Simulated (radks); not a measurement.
Species: Co3+. Configuration: [Ar] 3d6 (the NIST ground configuration).

All-electron calculation, Dirac Kohn-Sham, PBEsol, spin-unpolarised, spherical densities, finite nucleus; open shells are shared between the two j in proportion to 2j + 1; Fermi nuclear charge, rms radius 3.7875 fm. Program: a radial shooting solver on a logarithmic mesh with Libxc functionals.

Energy parts (Ry):
| part | energy |
|---|---|
| total | -2779.33366 |
| kinetic | 2820.93375 |
| electron-nucleus | -6599.78691 |
| Hartree | 1113.66780 |
| exchange-correlation | -114.14830 |

Orbitals (lengths in bohr, moments of r in powers of bohr; r(max) is where P^2 peaks):
orbital,occ.,eigenvalue (Ry),r(max)
1s1/2,2,-560.2712,0.03680
2s1/2,2,-68.86922,0.2133
2p1/2,2,-60.14501,0.1703
2p3/2,4,-59.05725,0.1729
3s1/2,2,-10.31931,0.6676
3p1/2,2,-7.70570,0.6713
3p3/2,4,-7.56639,0.6786
3d3/2,2.4,-3.32660,0.6528
3d5/2,3.6,-3.31032,0.6552

The highest occupied level is 3d5/2 at -45.039 eV. The density falls to 0.001 e/bohr^3 at r = 2.71 bohr. Summed over all electrons, <r^2> = 13.16 bohr^2, which gives a Langevin (diamagnetic) susceptibility term of -10.4 x 10^-6 cm^3/mol. For comparison, the ionisation energy in NIST's Atomic Spectra Database is 51.3 eV (semi-empirical). In exact Kohn-Sham theory the highest level is minus the ionisation energy, but local and semilocal functionals leave it too shallow, through self-interaction and a potential that decays too fast; potentials with the right tail come closer. The electron density at the nucleus is 1.719e+04 e/bohr^3.

Beside tabulated values, note that spin-unpolarised runs miss the spin-polarisation part of the exchange energy of open shells.
